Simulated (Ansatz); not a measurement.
C$_{2}$H$_{8}$B$_{2}$, SMILES `BCBC`, 12 atoms. Total charge 0; spin multiplicity 1. All runs use 2 threads of an Arm Neoverse V1 on a shared host. Correlated methods freeze the cores.

Question: How many basis functions does each run have, and how long does it take in Ansatz? RKS ωB97M-V/def2-QZVPP energy; RKS PBE0-D4/def2-TZVP relaxation (23 steps); RKS PBE0-D4/def2-SVP energy; RKS SPW92 (LDA)/def2-TZVPP energy; RKS CAM-B3LYP-D4/def2-TZVPP energy; RKS ωB97M-V/def2-TZVPP energy and forces; RHF-CCSD(T)/def2-SVP energy; RKS PBE0-D4/def2-TZVP frequencies; RHF-CCSD(T)/def2-TZVPP energy; RHF-MP2/def2-QZVPP energy; direct RPA on PBE orbitals/def2-TZVPP energy; RKS PBE0-D4/def2-QZVPP energy. (Estimate.)

Answer: The calculation gave: Other jobs shared the machine, so times are rough.

```
                                level                    job  functions  wall time  peak host memory (GiB)
                 RKS PBE0-D4/def2-SVP                 energy         96      1.5 s                    0.16
           RKS SPW92 (LDA)/def2-TZVPP                 energy        236      1.9 s                    0.24
          RKS CAM-B3LYP-D4/def2-TZVPP                 energy        236      4.5 s                    0.49
                 RHF-CCSD(T)/def2-SVP                 energy         96      5.5 s                    0.39
direct RPA on PBE orbitals/def2-TZVPP                 energy        236      7.5 s                    0.53
               RKS PBE0-D4/def2-QZVPP                 energy        468       14 s                     1.2
               RKS ωB97M-V/def2-TZVPP      energy and forces        236       17 s                     0.7
               RKS ωB97M-V/def2-QZVPP                 energy        468       27 s                     1.5
                   RHF-MP2/def2-QZVPP                 energy        468       34 s                     2.8
                RKS PBE0-D4/def2-TZVP  relaxation (23 steps)        172       87 s                    0.35
                RKS PBE0-D4/def2-TZVP            frequencies        172    3.3 min                    0.35
               RHF-CCSD(T)/def2-TZVPP                 energy        236    8.6 min                     1.8
```
